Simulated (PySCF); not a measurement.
A GIAO shielding run with PySCF (density fitting, non-relativistic, gas phase) on `F/C(=C\[SiH3])[Si@H](Cl)CC[SiH3]`, C$_{4}$H$_{12}$ClFSi$_{3}$:

```
$ OMP_NUM_THREADS=1 python probes_run.py task.json out

{"job": {"kind": "nmr", "xc": "PBE0", "basis": "pcSseg-1"}, "charge": 0, "multiplicity": 1}
F      1.990565    -0.770381     1.247569
C      1.843123    -0.302863    -0.028629
C      2.838257     0.398965    -0.556665
Si     4.452281     0.811508     0.328621
Si     0.167824    -0.780107    -0.781219
Cl     0.132223    -0.053966    -2.670292
C     -1.238792    -0.003420     0.240599
C     -2.625638    -0.312646    -0.330030
Si    -4.023237     0.484195     0.687068
H      2.683981     0.750437    -1.565742
H      4.247416     2.021344     1.130314
H      4.846281    -0.307126     1.180731
H      5.460519     1.055769    -0.705614
H      0.054077    -2.238395    -0.842565
H     -1.105553     1.080699     0.290330
H     -1.183281    -0.364025     1.269247
H     -2.673771     0.037841    -1.362782
H     -2.765135    -1.394718    -0.370041
H     -3.847681     1.938319     0.677880
H     -5.313785     0.128579     0.095585
H     -3.948594    -0.008364     2.065164
```

Hardware: 1 thread of an Intel Xeon, shared host. The job also computes population analyses, field gradients.

**Question.** How large is the calculation?

**Answer.** 104 electrons, 241 basis functions and 1345 auxiliary functions.

**Question.** How long does it take, and how much memory does it need?

**Answer.** 2.4 min of wall time, with 14 SCF cycles and 4 response iterations; peak memory 1.1 GiB. Times on a shared host scatter by some tens of per cent.
